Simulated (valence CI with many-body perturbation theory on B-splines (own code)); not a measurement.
## Cd16+: electric-dipole lines

Computed by valence CI with perturbative core correlation (CI+MBPT): four valence electrons over a frozen Dirac-Fock core [Ar] 3d10, radial functions for each j: 11 s, 11 p, 9 d, 7 f, 5 g, 2 h, 1 i, with the one-electron correlation potential Σ1, the two-electron term Σ2, the three-electron term Σ3, Breit, model QED; selected CI, second order for the rest (own B-spline code, finite nucleus).

No measured spectrum was set against this ion. As an estimate, levels hold to about 250 cm⁻¹ or 0.2 % of their energy and the worst to 1 %, as in measured heavy ions of charge 2 to 7; those with d or f electrons hold less well.

Lines 151 to 200 of 222 in falling wavelength, among levels below 1077700 cm⁻¹, chosen from the strongest by gf and those to the six lowest levels. Wavelengths and rates use the calculated energies, so an error of 1000 cm⁻¹ moves a line at 16.95 nm by 0.17 % and its rate by three times that or more. Electric multipoles are in the length gauge, E1 and E2 with the static RPA response of the core. Weak lines are less certain than strong ones. Lines between different terms over intervals too small for the method are left out, as are lines whose strength nearly cancels. The highest levels of a list are the least certain.

Names give the largest LS component (configuration and term), which can be under half, so a name can repeat, a term be missing and a line seem to break the LS rules; names also repeat where a configuration has a term twice. Letters in brackets count levels of one name in rising energy.

| λ vac (nm) | Upper | Lower | A (s⁻¹) | log gf | Branch % |
| --- | --- | --- | --- | --- | --- |
| 16.95 | 4s4p²4d ³D_3 [a] | 4s4p³ ³D°_3 | 2.27e+10 | -0.16 | 37.9 |
| 16.85 | 4s4p²4d ³P_1 [b] | 4s4p³ ³P°_0 | 2.63e+10 | -0.47 | 21.1 |
| 16.81 | 4s²4p4d ³D°_1 | 4s²4p² ³P_1 | 2.02e+10 | -0.59 | 10.4 |
| 16.80 | 4s4p²4d ³F_2 [a] | 4s4p³ ⁵S°_2 | 2.42e+09 | -1.29 | 15.7 |
| 16.75 | 4s4p²4d ³P_1 [c] | 4s4p³ ³P°_2 | 4.68e+10 | -0.23 | 31.9 |
| 16.70 | 4s4p²4d ³F_2 [b] | 4s4p³ ³D°_1 | 3.15e+10 | -0.18 | 42.1 |
| 16.69 | 4s4p²4d ³D_3 [b] | 4s4p³ ³D°_3 | 2.39e+10 | -0.16 | 19.1 |
| 16.67 | 4s4p²4d ³P_2 [b] | 4s4p³ ³P°_2 | 5.21e+10 | 0.04 | 33.4 |
| 16.66 | 4s4p²4d ¹G_4 | 4s4p³ ³D°_3 | 1.91e+10 | -0.15 | 75.7 |
| 16.50 | 4s4p²4d ³P_2 [b] | 4s4p³ ³P°_1 | 3.31e+10 | -0.17 | 21.2 |
| 16.41 | 4s4p²4d ³D_3 [a] | 4s4p³ ³D°_2 | 8.34e+09 | -0.63 | 13.9 |
| 16.37 | 4s4p²4d ³P_1 [c] | 4s4p³ ³P°_0 | 2.14e+10 | -0.59 | 14.6 |
| 16.37 | 4s4p²4d ³D_2 [a] | 4s4p³ ³D°_3 | 2.89e+10 | -0.24 | 22.4 |
| 16.30 | 4s4p²4d ³D_1 [a] | 4s4p³ ³D°_2 | 2.74e+10 | -0.48 | 46.0 |
| 16.25 | 4s4p²4d ³F_3 [a] | 4s4p³ ⁵S°_2 | 3.38e+10 | -0.03 | 80.5 |
| 16.22 | 4s²4p4d ¹D°_2 | 4s²4p² ³P_2 | 4.69e+10 | -0.03 | 31.3 |
| 16.22 | 4s²4p4d ¹F°_3 | 4s²4p² ¹D_2 | 1.75e+11 | 0.68 | 80.2 |
| 16.19 | 4s4p²4d ³P_0 [a] | 4s4p³ ³D°_1 | 3.35e+10 | -0.88 | 34.9 |
| 16.18 | 4s4p²4d ³D_3 [b] | 4s4p³ ³D°_2 | 6.18e+10 | 0.23 | 49.5 |
| 16.14 | 4s4p²4d ³F_3 [b] | 4s4p³ ³D°_3 | 6.08e+10 | 0.22 | 62.1 |
| 16.09 | 4s4p²4d ³P_2 [a] | 4s4p³ ⁵S°_2 | 1.03e+09 | -1.70 | 1.3 |
| 16.05 | 4s4p²4d ³D_1 [b] | 4s4p³ ³D°_2 | 9.38e+09 | -0.96 | 8.7 |
| 15.94 | 4s²4p4d ¹P°_1 | 4s²4p² ¹D_2 | 7.57e+07 | -3.06 | 0.1 |
| 15.89 | 4s4p²4d ⁵P_3 | 4s4p³ ⁵S°_2 | 1.17e+11 | 0.49 | 89.8 |
| 15.87 | 4s4p²4d ³D_2 [a] | 4s4p³ ³D°_2 | 7.28e+10 | 0.14 | 56.6 |
| 15.87 | 4s4p²4d ³F_3 [c] | 4s4p³ ³D°_3 | 3.10e+10 | -0.09 | 14.7 |
| 15.84 | 4s²4p4d ³P°_1 | 4s²4p² ³P_2 | 2.93e+10 | -0.48 | 18.5 |
| 15.84 | 4s²4p4d ¹D°_2 | 4s²4p² ³P_1 | 7.92e+10 | 0.17 | 52.8 |
| 15.82 | 4s²4p4d ³D°_3 | 4s²4p² ³P_2 | 1.65e+11 | 0.64 | 87.2 |
| 15.80 | 4s4p²4d ³D_1 [b] | 4s4p³ ³D°_1 | 3.59e+10 | -0.40 | 33.2 |
| 15.79 | 4s4p²4d ³D_1 [c] | 4s4p³ ³D°_2 | 3.77e+10 | -0.37 | 25.5 |
| 15.74 | 4s4p²4d ⁵P_2 | 4s4p³ ⁵S°_2 | 1.68e+11 | 0.50 | 96.0 |
| 15.66 | 4s4p²4d ³F_3 [b] | 4s4p³ ³D°_2 | 4.74e+09 | -0.91 | 4.8 |
| 15.65 | 4s4p²4d ⁵P_1 | 4s4p³ ⁵S°_2 | 1.66e+11 | 0.26 | 94.8 |
| 15.65 | 4s²4p4d ³D°_2 | 4s²4p² ³P_2 | 3.82e+10 | -0.15 | 24.5 |
| 15.63 | 4s4p²4d ³D_2 [b] | 4s4p³ ³D°_2 | 2.15e+10 | -0.41 | 18.6 |
| 15.62 | 4s²4p4d ³P°_0 | 4s²4p² ³P_1 | 1.34e+11 | -0.31 | 100.0 |
| 15.55 | 4s4p²4d ³D_1 [c] | 4s4p³ ³D°_1 | 4.42e+10 | -0.32 | 29.9 |
| 15.50 | 4s4p²4d ³F_2 [c] | 4s4p³ ³D°_2 | 1.51e+10 | -0.56 | 8.6 |
| 15.49 | 4s²4p4d ³D°_1 | 4s²4p² ³P_0 | 1.68e+11 | 0.26 | 86.9 |
| 15.48 | 4s²4p4d ³P°_1 | 4s²4p² ³P_1 | 1.01e+11 | 0.04 | 64.1 |
| 15.43 | 4s4p²4d ³P_1 [a] | 4s4p³ ⁵S°_2 | 1.86e+10 | -0.70 | 17.4 |
| 15.42 | 4s4p²4d ³P_0 [b] | 4s4p³ ³D°_1 | 5.78e+10 | -0.69 | 39.8 |
| 15.40 | 4s4p²4d ³F_3 [c] | 4s4p³ ³D°_2 | 1.38e+11 | 0.53 | 65.5 |
| 15.38 | 4s4p²4d ³F_4 [b] | 4s4p³ ³D°_3 | 2.24e+11 | 0.85 | 98.3 |
| 15.37 | 4s4p²4d ³G_3 | 4s4p³ ⁵S°_2 | 9.74e+07 | -2.62 | 0.7 |
| 15.29 | 4s²4p4d ³D°_2 | 4s²4p² ³P_1 | 2.65e+10 | -0.33 | 17.0 |
| 15.27 | 4s4p²4d ³F_2 [c] | 4s4p³ ³D°_1 | 1.18e+11 | 0.31 | 67.0 |
| 15.14 | 4s4p²4d ³F_2 [b] | 4s4p³ ⁵S°_2 | 1.11e+10 | -0.72 | 14.8 |
| 15.12 | 4s4p²4d ³D_2 [c] | 4s4p³ ³D°_1 | 5.34e+10 | -0.04 | 40.4 |

How does gf follow from A for the line at 16.70 nm?

gf = 1.4992 × (2J+1)_upper × A / σ², with σ = 598909 cm⁻¹ and 2J+1 = 5: gf = 0.659.
